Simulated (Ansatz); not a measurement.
Start from `Cl[Si](Cl)(Cl)Br` and change one atom or group to get `C#C[Si](Cl)(Cl)Cl`.

Ansatz, PBE0-D4/def2-TZVP geometries, multiplicity 1. 

Scalar relativity is left out up to krypton.

```
                                                                                  property  `Cl[Si](Cl)(Cl)Br`
ideal-gas entropy at 298 K and 1 bar (rigid rotor, harmonic PBE0-D4/def2-TZVP) / J/(mol·K)                 355
                                                       HOMO–LUMO gap (PBE/def2-TZVPP) / eV                5.83
                                            zero-point energy (PBE0-D4/def2-TZVP) / kJ/mol                18.0
                                          size of the dipole moment (B3LYP/def2-TZVPP) / D                0.09
                                                     HOMO–LUMO gap (B3LYP/def2-TZVPP) / eV                7.59
                                                       LUMO energy (B3LYP/def2-TZVPP) / eV               -1.18
```

Q: Give the same properties after the change, and the shifts. (Estimate.)

A: The calculation gave: 
```tsv
property	`C#C[Si](Cl)(Cl)Cl`	shift
ideal-gas entropy at 298 K and 1 bar (rigid rotor, harmonic PBE0-D4/def2-TZVP) / J/(mol·K)	363	8
HOMO–LUMO gap (PBE/def2-TZVPP) / eV	5.80	-0.03
zero-point energy (PBE0-D4/def2-TZVP) / kJ/mol	65.8	47.8
size of the dipole moment (B3LYP/def2-TZVPP) / D	1.82	1.73
HOMO–LUMO gap (B3LYP/def2-TZVPP) / eV	7.55	-0.04
LUMO energy (B3LYP/def2-TZVPP) / eV	-1.10	0.08
```

The zero-point energy changes by 47.8 kJ/mol with +6 modes. Dipoles are sizes alone; their direction can turn.

B3LYP here is the variant with VWN-RPA as its local correlation; programs differ in this.

Spin–orbit coupling is left out; it splits and shifts lone-pair levels of the heavy atoms by tenths of an eV.
